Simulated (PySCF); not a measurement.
C4H4O2. Atoms are numbered in the order given.

```xyz
10

O      0.1354     1.9911     0.0000
C     -0.0606     0.6729     0.0000
C     -1.1655    -0.1324     0.0000
C     -0.6454    -1.4705     0.0000
C      0.7082    -1.3587     0.0000
O      1.0646    -0.0423     0.0000
H     -0.7220     2.4285     0.0000
H     -2.2066     0.1813     0.0000
H     -1.2177    -2.3958     0.0000
H      1.5262    -2.0722     0.0000
```
Charge 0, spin multiplicity 1.

Geometry optimised at PBE0-D3(BJ)/def2-SVP. Other conformers were not sampled.

Computed with PBE/def2-TZVP (PySCF).

ESP charges are fitted to the potential on shells at 1.4 to 2.0 van der Waals radii. Atomic charges (e):

```json
[
 {"atom": "O1", "Mulliken": "-0.33", "ESP fit": "-0.54", "IAO": "-0.45", "Löwdin": "0.13"},
 {"atom": "C2", "Mulliken": "0.25", "ESP fit": "0.46", "IAO": "0.35", "Löwdin": "-0.44"},
 {"atom": "C3", "Mulliken": "-0.25", "ESP fit": "-0.48", "IAO": "-0.31", "Löwdin": "-0.21"},
 {"atom": "C4", "Mulliken": "-0.16", "ESP fit": "-0.11", "IAO": "-0.21", "Löwdin": "-0.20"},
 {"atom": "C5", "Mulliken": "-0.05", "ESP fit": "-0.25", "IAO": "-0.03", "Löwdin": "-0.27"},
 {"atom": "O6", "Mulliken": "-0.14", "ESP fit": "-0.06", "IAO": "-0.22", "Löwdin": "0.39"},
 {"atom": "H7", "Mulliken": "0.32", "ESP fit": "0.43", "IAO": "0.38", "Löwdin": "0.20"},
 {"atom": "H8", "Mulliken": "0.12", "ESP fit": "0.20", "IAO": "0.16", "Löwdin": "0.14"},
 {"atom": "H9", "Mulliken": "0.11", "ESP fit": "0.16", "IAO": "0.16", "Löwdin": "0.14"},
 {"atom": "H10", "Mulliken": "0.13", "ESP fit": "0.20", "IAO": "0.17", "Löwdin": "0.13"}
]
```

Question: Give the Mayer and Wiberg (Löwdin basis) orders of the bonds. (Estimate from the structure and the level; the computed values follow.)

Answer: 
| bond | Mayer | Wiberg |
|---|---|---|
| O1–C2 | 1.23 | 1.77 |
| C2–C3 | 1.58 | 1.69 |
| C3–C4 | 1.22 | 1.41 |
| C4–C5 | 1.68 | 1.84 |
| C2–O6 | 1.18 | 1.58 |
| C5–O6 | 1.06 | 1.50 |
| O1–H7 | 0.88 | 0.98 |
| C3–H8 | 0.94 | 0.85 |
| C4–H9 | 0.95 | 0.85 |
| C5–H10 | 0.96 | 0.88 |
